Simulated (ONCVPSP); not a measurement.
# Cutoff test, tungsten, ONCV

* Element: W
* Generator: ONCVPSP 4.0.1
* Type: optimised norm-conserving Vanderbilt (ONCV)
* Functional: PBE
* Relativity: scalar-relativistic
* Frozen core: [Kr] 4d10 4f14
* Valence charge: 14
* Reference configuration: 5s2 5p6 5d4 6s1.5 (charge +0.5)
* Partial waves: 5s+6s: rc 2.05 bohr, ncon 4, nbas 8, qcut 5.5 1/bohr, 2 projectors; 5p: rc 1.55 bohr, ncon 4, nbas 7, qcut 8.1 1/bohr, 2 projectors, debl 0.7 Ha; 5d: rc 2.50 bohr, ncon 4, nbas 9, qcut 5.6 1/bohr, 2 projectors, debl 0.6 Ha
* Local potential: polynomial inside 1.45 bohr (lpopt 5, dvloc0 0 Ha)
* Core correction: Teter function, fcfact 4.25, rcfact 1.8

In the p channel the program set the typed energies aside and used -1.720, 0.250 Ha.

Q: For each optimised wave give the share of its norm inside rc, the residual kinetic energy above qcut (Ha) and the cutoffs (Ha) for errors of 10, 1, 0.1 and 0.01 mHa per electron.

A:

| wave | norm inside rc | residual KE | 10 mHa | 1 mHa | 0.1 mHa | 0.01 mHa |
| --- | --- | --- | --- | --- | --- | --- |
| 5s | 0.988 | 5.5e-06 | 4.9 | 6.7 | 11.4 | 14.4 |
| 6s | 0.151 | 3.8e-05 | 4.2 | 9.5 | 13.7 | 32.5 |
| 5p | 0.785 | 1.5e-05 | 17.8 | 24.8 | 29.2 | 37.7 |
| p projector 2 | 0.088 | 1.5e-05 | 10.0 | 23.5 | 29.0 | 35.0 |
| 5d | 0.761 | 4.8e-06 | 9.1 | 11.6 | 13.4 | 15.1 |
| d projector 2 | 0.157 | 5.3e-06 | 8.6 | 11.4 | 13.5 | 15.4 |

The occupied waves need 25 Ha and 29 Ha for 1 and 0.1 mHa.
